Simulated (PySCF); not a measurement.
**Cr⁺: ionisation energy**

Cr⁺ [Ar] 3d5 (6S) → Cr²⁺ [Ar] 3d4 (5D), as a difference of total energies. Computed with PySCF 2.14 in x2c-TZVPall, with scalar relativity by spin-free X2C-1e. Correlated levels: valence: [Ar] frozen. The calculations carry no spin-orbit coupling.

| method | ionisation energy (eV) |
| --- | --- |
| UHF | 15.034 |
| r2SCAN | 16.880 |
| LDA | 17.514 |
| MP2 (valence) | 15.881 |
| SCS-MP2 (valence) | 15.316 |

Problem. How much does correlation contribute at MP2 (valence)?

Solution. 15.881 − (15.034) = 0.847 eV, measured against UHF.

The reference lies between the lowest fine-structure levels, while these numbers refer to the centres of the terms.

Errors of the correlated levels include the incompleteness of this basis and the frozen core.

For comparison: 16.486 eV (measured; NIST Atomic Spectra Database, ionization energies).
